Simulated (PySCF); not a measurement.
Al(Cl)(Et)(NH2) (C2H7AlClN), SMILES C[CH2][Al]([NH2])[Cl]. The structure is a stationary point at PBE0-D3(BJ)/def2-SVP. The structure was generated by enumeration; whether it is a known compound was not checked. The values are those of a single conformer.

Computed equilibrium geometry at PBE0-D3(BJ)/def2-SVP (PySCF confirms it by a frequency run) as Cartesian coordinates in Å (one conformer of several):
```xyz
12

Al     0.3037     0.3721     0.2777
Cl    -1.7391    -0.0322     0.6633
C      1.1079    -0.2343    -1.3933
C      0.5823    -1.5687    -1.9261
H      2.2050    -0.2663    -1.2663
H      0.9306     0.5637    -2.1389
H     -0.5114    -1.5529    -2.0540
H      0.8086    -2.4008    -1.2401
H      1.0232    -1.8271    -2.9028
N      1.1624     1.2689     1.5336
H      0.7406     1.6041     2.3925
H      2.1428     1.5249     1.5038
```
